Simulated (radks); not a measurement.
Problem. All-electron atom: Tl III in [Xe] 4f14 5d8 6s1 6d2 (not the ground configuration). All-electron calculation, scalar-relativistic Kohn-Sham, PBEsol, spin-polarised, spherical densities, finite nucleus; open shells are filled with parallel spins first (spin-orbit coupling, left out, can overturn this in heavy ions); Fermi nuclear charge, rms radius 5.4759 fm. Program: a radial shooting solver on a logarithmic mesh with Libxc functionals. Some entries of the table are withheld. Estimate them.

orbital  occ.  eigenvalue (eV)  r(max) (bohr)  <r^2> (bohr^2)
1s up       1        -85586.80        0.01004       0.0003692
1s down     1        -85586.76        0.01004       0.0003692
2s up       1        -15269.82        0.05817        0.005609
2s down     1        -15269.59        0.05817        0.005609
2p up       3        -13145.42        0.04833        0.004756
2p down     3        -13145.22        0.04833        0.004756
3s up       1        -3671.739         0.1640         0.03610
3s down     1        -3671.619         0.1640         0.03610
3p up       3        -3059.972         0.1638         0.03729
3p down     3        -3059.843         0.1638         0.03729
3d up       5        -2424.438         0.1334         0.03088
3d down     5        -2424.252         0.1334         0.03088
4s up       1        -846.6661         0.3690          0.1732
4s down     1        -846.4164         0.3690          0.1732
4p up       3        -645.9977         0.3890          0.1982
4p down     3        -645.7527         0.3890          0.1982
4d up       5        -410.3983         0.3954          0.2234
4d down     5        -410.1119         0.3955          0.2232
5s up       1        -166.2177         0.8071          0.8546
5s down     1        -164.8343         0.8059          0.8507
4f up       7        -149.6060         0.3577          0.2625
4f down     7        -149.2407         0.3577          0.2615
5p up       3        -110.9019            (1)           1.118
5p down     3        -109.2451            (2)           1.111
5d up       5         -48.1850          1.093           1.904
5d down     3         -46.1401          1.089           1.885
6s up       1         -35.0500          1.883           4.875
6s down     0         -32.6975          1.880           4.878
6d up       2         -11.9047          3.402           15.89

Solution. 
(1) 5p up r(max) (bohr): 0.9018
(2) 5p down r(max) (bohr): 0.9000
